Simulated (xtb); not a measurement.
ClF, charge +1, doublet, geometry from GFN2-xTB (a state made from the parent by changing its charge; the spin is typed, not shown lowest). Base run: GFN0-xTB (xtb).

Input for xtb:
```
$ xtb mol.xyz --gfn 0 --chrg 1 --uhf 1 --json

# file mol.xyz
2

F     -0.00000000    -0.00000000    -1.04610145
Cl     0.00000000     0.00000000     0.55381842
```

Each row names what was changed in the base input (with any setting that the change needs).

```
change        ΔE vs base (kJ/mol)
------------  -------------------
base                         0.00
file = coord                 0.00
etemp = 3000                -31.3
etemp = 1000                -8.07
etemp = 5000                -58.0
```
